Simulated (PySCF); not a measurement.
A PySCF script (with the pyscf-properties extension) for the NMR shieldings of SMILES c1cc([P@](C#C)(=O)[O-])ccc1, [C8H6O2P]-, on a GFN2-xTB geometry:

```python
import basis_set_exchange as bse
import numpy as np
from pyscf import gto, dft
from pyscf.prop import nmr

atoms = """
C     3.240372    1.131879    0.842520
C     2.612707    0.262430    0.301613
P     1.771498   -1.108919   -0.544515
O     2.108033   -1.068963   -1.992567
O     1.979900   -2.361548    0.229653
C     0.072140   -0.459521   -0.264416
C    -0.516264    0.375357   -1.198179
C    -1.789645    0.872349   -0.985465
C    -2.479804    0.533060    0.167397
C    -1.893936   -0.304193    1.103580
C    -0.620529   -0.798298    0.884880
H     3.776095    1.903130    1.320638
H     0.041509    0.617812   -2.091083
H    -2.251465    1.525146   -1.716835
H    -3.477635    0.920516    0.335800
H    -2.436961   -0.569375    2.003132
H    -0.143013   -1.458832    1.593936
"""
names = dict.fromkeys(["C", "P", "O", "H"], "pcSseg-1")
basis = {el: gto.basis.parse(bse.get_basis(n, elements=[el], fmt="nwchem")) for el, n in names.items()}
mol = gto.M(atom=atoms, basis=basis, charge=-1, verbose=0)
mf = dft.RKS(mol, xc="PBE0")
mf.grids.level = 2
mf.grids.alignment = dft.numint.BLKSIZE   # the property module wants whole blocks of grid points
mf.conv_tol = 1e-9
mf.kernel()

calc = nmr.RKS(mf)   # GIAO
C = mf.mo_coeff
Co = C[:, mf.mo_occ > 0]
resp = mf.gen_response(singlet=True, hermi=2)
def vind(x):   # induced exchange potential for any number of trial vectors
    d = np.einsum("pi,xij,qj->xpq", C, 2 * x.reshape(-1, C.shape[1], Co.shape[1]), Co, optimize=True)
    return np.einsum("xpq,pi,qj->xij", resp(d - d.transpose(0, 2, 1)), C, Co, optimize=True).ravel()
mo1, _ = nmr.rhf.solve_mo1(calc, with_cphf=vind)
sigma = calc.kernel(mo1)
for i, s in enumerate(sigma):   # ppm
    w = np.linalg.eigvalsh((s + s.T) / 2)
    print("%2d %-2s iso %8.1f  s11 %8.1f  s22 %8.1f  s33 %8.1f" % (i, mol.atom_pure_symbol(i), w.mean(), *w))
```

Task: What does it print?

Result: 
```
 0 C  iso    108.1  s11     45.5  s22     52.0  s33    226.7
 1 C  iso     85.1  s11    -23.4  s22    -17.0  s33    295.8
 2 P  iso    351.7  s11    211.4  s22    291.3  s33    552.3
 3 O  iso    176.7  s11    105.0  s22    197.5  s33    227.6
 4 O  iso    176.2  s11    104.0  s22    197.0  s33    227.6
 5 C  iso     27.8  s11    -57.8  s22    -32.1  s33    173.1
 6 C  iso     49.0  s11    -58.5  s22     27.3  s33    178.1
 7 C  iso     57.6  s11    -52.0  s22     50.9  s33    174.1
 8 C  iso     58.3  s11    -51.5  s22     52.0  s33    174.4
 9 C  iso     57.6  s11    -52.1  s22     50.9  s33    174.1
10 C  iso     48.9  s11    -58.7  s22     27.2  s33    178.1
11 H  iso     30.4  s11     26.0  s22     26.0  s33     39.3
12 H  iso     23.5  s11     19.3  s22     22.0  s33     29.2
13 H  iso     24.5  s11     21.1  s22     25.1  s33     27.4
14 H  iso     24.7  s11     21.4  s22     25.4  s33     27.3
15 H  iso     24.5  s11     21.1  s22     25.1  s33     27.4
16 H  iso     23.5  s11     19.3  s22     22.0  s33     29.2
```

These numbers come from an equivalent density-fitted implementation of the same equations, which agrees with the script to about 0.01 ppm for H and up to a few tenths of a ppm for heavy atoms, so last digits may differ.

Task: Turn these shieldings into chemical shifts. Shifts are taken against calculated references (same method and geometry level): TMS for 13C (186.93 ppm), 1H (31.72 ppm); 31P (318.38 ppm) against H3PO4; H2O for 17O (336.08 ppm).

Result: Averaging equivalent atoms: C 5: 159.2; C 6/10: 138.0; C 7/9: 129.3; C 8: 128.6; C 1: 101.8; C 0: 78.8; P 2: -33.3; O 3/4: 159.6; H 12/16: 8.22; H 13/15: 7.18; H 14: 7.00; H 11: 1.29 ppm. Experimental scales use liquid or dissolved standards, which lie at an offset from isolated H2O (liquid H2O: subtract about 36 ppm) and H3PO4.

Size and cost of the density-fitted run: 224 basis functions, 84 s wall time on 1 thread of an Arm Neoverse N1, shared host; peak memory 1.1 GiB.
